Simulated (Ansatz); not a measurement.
The first iterations of a band of CH$_{8}$OSiSn (12 atoms, charge 0, multiplicity 1).

Computed with RKS PBE-D4/def2-SVP in Ansatz.

```json
{
  "movable images": "7",
  "climbing image": "yes",
  "spring": "0.1 eV/Å²",
  "optimiser": "quadratic models (default)",
  "start path": "through a guess of the saddle point",
  "force threshold": "0.05 eV/Å",
  "iteration limit": "60",
  "end points": "relaxed"
}
```

First end point:

```xyz
12
Properties=species:S:1:pos:R:3
C -1.113 1.596 -0.014
Si -0.932 -0.068 0.854
O 0.652 -0.612 0.850
Sn 1.817 -1.324 -0.626
H -0.805 1.534 -1.078
H -0.491 2.370 0.480
H -2.170 1.934 0.013
H -1.846 -1.068 0.175
H -1.356 0.065 2.293
H 1.968 -0.084 -1.824
H 1.045 -2.738 -1.256
H 3.307 -1.662 0.168
```

Last end point:

```xyz
12
Properties=species:S:1:pos:R:3
C -1.166 1.466 -0.247
Si -0.470 -0.042 0.628
O 0.323 0.537 2.007
Sn 1.215 -1.317 -0.883
H -0.355 2.151 -0.563
H -1.848 2.019 0.429
H -1.738 1.162 -1.147
H 0.763 -0.145 2.543
H -1.593 -0.987 0.998
H 2.274 -0.226 -1.715
H 0.450 -2.309 -2.081
H 2.221 -2.365 0.065
```

| iteration | highest image above the first end (eV) | largest band force component (eV/Å) |
| --- | --- | --- |
| 1 | 6.687 | 18.539 |
| 2 | 3.996 | 7.223 |
| 3 | 3.557 | 2.873 |
| 4 | 3.611 | 1.246 |
| 5 | 3.688 | 1.086 |
| 6 | 3.875 | 1.144 |
| 7 | 3.701 | 0.918 |
| 8 | 3.577 | 0.600 |

Q: Does the band converge within its limit, and where does its top end?

A: The forces met the threshold. It ended after 26 iterations with the highest image 2.470 eV above the first end. Neighbouring images differ by up to 2.3 eV, so the band resolves the path poorly. The order of the stationary point at the top wasn't checked. The orbitals stay closed-shell, which can raise the energy where a bond breaks towards radicals; this wasn't checked here.

The run took 6.8 min on 2 threads of Arm Neoverse V1, with other jobs on the host, peak memory 0.15 GiB.
